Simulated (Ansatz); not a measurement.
`BB` + `CN[SiH2][SiH3]` → `BN(C)[SiH2][SiH3]` + BH₃ at 400 K and 1 bar (cleavage of the B–B bond).

Isolated molecules relaxed with PBE0-D4/def2-TZVP in Ansatz; ΔE leaves out vibrations. CBS: MP2 limit from def2 TZ/QZ plus the TZ coupled-cluster correction, frozen cores. This one scheme is used for every species. One conformer a species, not always the lowest.

| species | CCSD(T)/CBS energy (Eh) | H − E (kJ/mol) | S (J/(mol·K)) |
| --- | --- | --- | --- |
| `BB` | -51.92346 | 119.9 | 250.5 |
| `CN[SiH2][SiH3]` | -676.32808 | 289.2 | 404.8 |
| `BN(C)[SiH2][SiH3]` | -701.75815 | 326.7 | 421.8 |
| BH₃ | -26.55200 | 82.6 | 199.4 |

H − E and S are ideal-gas, rigid-rotor, harmonic terms from PBE0-D4/def2-TZVP, for one conformer and one mirror image of each species. 1 Eh = 2625.50 kJ/mol, R = 8.31446 J/(mol·K).

**Question.** By hand: ΔE, ΔH, ΔS and ΔG.

**Answer.** ΔE = (-701.75815) + (-26.55200) − (-51.92346) − (-676.32808) = -0.05861 Eh = -153.9 kJ/mol. Δ(H − E) = 326.7 + 82.6 − 119.9 − 289.2 = 0.2, so ΔH = -153.7 kJ/mol. ΔS = 421.8 + 199.4 − 250.5 − 404.8 = -34.1 J/(mol·K). ΔG = -153.7 − 400 × (-34.1)/1000 = -140.1 kJ/mol.

**Question.** By hand: the equilibrium constant, and the temperature at which ΔG would vanish if ΔH and ΔS stayed fixed.

**Answer.** log₁₀ K = −ΔG/(RT ln 10) = 18.3. ΔG = 0 at ΔH/ΔS = 4507 K, far beyond where these terms or the molecules hold.

ΔH outweighs TΔS. A doubt of 5 kJ/mol in ΔE shifts log₁₀ K by 0.7 here. Other conformers and mirror images would add mixing entropy, several J/(mol·K) or more a flexible species. Modes under 60 cm⁻¹, often nearly free rotors, make the harmonic entropy too high. These are equilibria of isolated gas molecules and say nothing of rates. Largest T1 diagnostic: 0.013 (customary marks: 0.02 for closed shells, 0.045 for open ones).
